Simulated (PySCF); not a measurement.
This PySCF input asks for the NMR shieldings of SMILES OB(O)P, BH4O2P; the geometry comes from PBE0-D3(BJ)/def2-SVP.

```python
import basis_set_exchange as bse
import numpy as np
from pyscf import gto, dft
from pyscf.prop import nmr

atoms = """
O    -1.240528   -1.163338    0.012202
B    -0.487952   -0.045125    0.146483
O    -1.044878    1.156371   -0.177697
P     1.286706   -0.249712    0.916813
H    -2.129711   -0.953999   -0.300314
H    -0.456278    1.907138   -0.064854
H     1.650503   -1.382026    0.134027
H     1.937057    0.696950    0.067233
"""
names = dict.fromkeys(["O", "B", "P", "H"], "pcSseg-1")
basis = {el: gto.basis.parse(bse.get_basis(n, elements=[el], fmt="nwchem")) for el, n in names.items()}
mol = gto.M(atom=atoms, basis=basis, charge=0, verbose=0)
mf = dft.RKS(mol, xc="PBE0")
mf.grids.level = 2
mf.grids.alignment = dft.numint.BLKSIZE   # the property module wants whole blocks of grid points
mf.conv_tol = 1e-9
mf.kernel()

calc = nmr.RKS(mf)   # GIAO
C = mf.mo_coeff
Co = C[:, mf.mo_occ > 0]
resp = mf.gen_response(singlet=True, hermi=2)
def vind(x):   # induced exchange potential for any number of trial vectors
    d = np.einsum("pi,xij,qj->xpq", C, 2 * x.reshape(-1, C.shape[1], Co.shape[1]), Co, optimize=True)
    return np.einsum("xpq,pi,qj->xij", resp(d - d.transpose(0, 2, 1)), C, Co, optimize=True).ravel()
mo1, _ = nmr.rhf.solve_mo1(calc, with_cphf=vind)
sigma = calc.kernel(mo1)
for i, s in enumerate(sigma):   # ppm
    print("%2d %-2s %9.2f" % (i, mol.atom_pure_symbol(i), np.trace(s) / 3))
```

**Question.** What are the results?

**Answer.** 
```
 0 O     200.15
 1 B      66.62
 2 O     181.57
 3 P     579.54
 4 H      27.15
 5 H      27.29
 6 H      29.11
 7 H      29.87
```

These numbers come from an equivalent density-fitted implementation of the same equations, which agrees with the script to about 0.01 ppm for H and up to a few tenths of a ppm for heavy atoms, so last digits may differ.

**Question.** Turn these shieldings into chemical shifts. Chemical shifts δ = σref − σ; H2O for $^{17}$O (σ = 334.56 ppm); BF3·OEt2 for $^{11}$B (σ = 100.73 ppm); H3PO4 for $^{31}$P (σ = 310.13 ppm); TMS for $^{1}$H (σ = 31.27 ppm), all at this level.

**Answer.** Averaging equivalent atoms: O 0/2: 143.7; B 1: 34.1; P 3: -269.4; H 4/5: 4.05; H 6/7: 1.78 ppm. Experimental scales use liquid or dissolved standards, which lie at an offset from isolated H2O (liquid H2O: subtract about 36 ppm) and H3PO4.

Size and cost of the density-fitted run: 95 basis functions, 5.1 s wall time on 1 thread of an Arm Neoverse V1, shared host.
